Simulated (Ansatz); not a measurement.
A nudged elastic band was laid between two geometries of GeH4O + H2S (9 atoms, charge 0, multiplicity 1).

Method: RKS PBE-D4/def2-SVP (Ansatz).

| Item | Value |
| --- | --- |
| movable images | 7 |
| climbing image | yes |
| spring | 5.0 eV/Å² |
| optimiser | quadratic models (default) |
| start path | through a guess of the saddle point |
| force threshold | 0.03 eV/Å |
| iteration limit | 60 |
| end points | relaxed |

Initial state:

```xyz
9
Properties=species:S:1:pos:R:3
Ge -0.247 -0.259 -0.184
H -0.595 -0.449 1.318
O 1.554 -0.091 -0.403
H 2.018 -0.915 -0.159
H -0.817 1.051 -0.760
H -0.716 -1.498 -1.000
S 1.665 2.498 1.635
H 1.928 1.467 0.763
H 1.697 1.656 2.703
```

Final state:

```xyz
9
Properties=species:S:1:pos:R:3
Ge 0.541 0.174 -0.513
H -0.860 0.933 3.532
O 1.467 -0.258 -1.994
H 2.352 -0.599 -1.766
H -0.693 0.914 -1.067
H 0.209 -1.091 0.327
S 1.670 1.604 0.815
H 2.173 0.608 1.596
H -0.374 1.174 2.983
```

(1) Which bonds break or form, and what moves?

(2) Give the energies along the band, and the barrier.

(3) What is the geometry of the highest image?

Answers

(1) Bonds broken: Ge1–H2, S7–H9. Bonds formed: Ge1–S7, H2–H9. GeH4O + H2S becomes GeH4OS + H2.

(2) The run converged. The highest image is number 3 of 0 to 8, 1.81 eV above the first end and 2.00 eV above the last; the last end lies 0.18 eV below the first. Neighbouring images differ by up to 1.5 eV, so the band resolves the path poorly. A vibrational analysis at the climbing image gives one clearly imaginary mode, 1172i cm⁻¹: a first-order saddle point. The orbitals stay closed-shell, which can raise the energy where a bond breaks towards radicals; this wasn't checked here.

| image | path coordinate (Å) | energy (eV) | Ge1–H2 (Å) | S7–H9 (Å) | Ge1–S7 (Å) |
| --- | --- | --- | --- | --- | --- |
| 0 | 0.00 | 0.00 | 1.55 | 1.36 | 3.82 |
| 1 | 1.10 | 0.05 | 1.55 | 1.36 | 3.64 |
| 2 | 2.20 | 0.33 | 1.57 | 1.37 | 3.31 |
| 3 | 3.30 | 1.81 | 1.87 | 1.70 | 2.60 |
| 4 | 4.09 | 0.67 | 2.39 | 2.19 | 2.32 |
| 5 | 4.89 | 0.02 | 2.98 | 2.56 | 2.25 |
| 6 | 5.69 | -0.15 | 3.53 | 2.91 | 2.25 |
| 7 | 6.48 | -0.18 | 4.06 | 3.03 | 2.25 |
| 8 | 7.28 | -0.18 | 4.35 | 3.01 | 2.25 |

(3) 
```xyz
9
Properties=species:S:1:pos:R:3:forces:R:3
Ge 0.239 0.147 -0.007 0.02 0.01 0.00
H -0.416 0.246 1.739 0.00 0.00 0.00
O 1.822 -0.114 -0.859 -0.02 -0.01 0.00
H 1.876 -1.066 -1.078 0.01 0.01 0.00
H -0.769 1.098 -0.693 0.00 0.00 0.00
H -0.271 -1.342 0.056 0.00 -0.01 0.00
S 1.380 2.122 1.240 0.01 0.00 0.00
H 2.404 1.336 1.680 -0.01 0.00 0.00
H 0.221 1.033 1.836 0.00 0.01 0.00
```

Time of the run: 2.4 min on 2 threads of Arm Neoverse V2, with other jobs on the host, peak memory 0.14 GiB.
